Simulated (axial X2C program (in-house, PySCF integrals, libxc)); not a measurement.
Results of a calculation; reference values are marked as such.
RhCl⁻: input and output

Program: an in-house all-electron X2C program for linear molecules (integrals from PySCF).

The run was started with this input:
```json
{"zs": [45, 17], "q": -1, "bas": ["dyall-av3z", "dyall-av3z"], "levels": ["PBE0", "HF", "PBE", "BP86"], "cc": false, "r0": 2.24, "npts": 10, "nst": 2, "ntry": 6, "opt": {"gaunt": 0}}
```
```bash
python so2c.py task.json out
```

Keys: zs atomic numbers; q charge; bas basis sets; levels methods; cc coupled cluster on or off; r0 starting distance in Å; npts points on the curve; nst determinants followed; ntry starts of the search; gaunt Gaunt term on or off. HF also brings MP2.

Output of the PBE0 step, two-component, at R = 2.306 Å for the state Ω = 5/2. It starts from the PBE0 orbitals of the search at 2.306 Å.

```
two-component X2C + atomic mean field  PBE0
basis functions 198  fitting functions 1032  grid points 5080
iter        total energy     max residual
   1      -5246.455125910     2.55e-05
   2      -5246.455125916     1.44e-05
converged
one-electron -7600.96658296  Coulomb 2346.09254768  exact exchange -41.35318617  xc functional -126.81638343  nuclear repulsion 175.55098281  atomic mean-field constant 1.03749616
```
Energies are in hartree; totals compare only within one Hamiltonian and basis. The determinant is spin-polarised beyond a pure state at some levels (its spin-free form has ⟨S²⟩ too high), which makes Re and μ there less reliable.
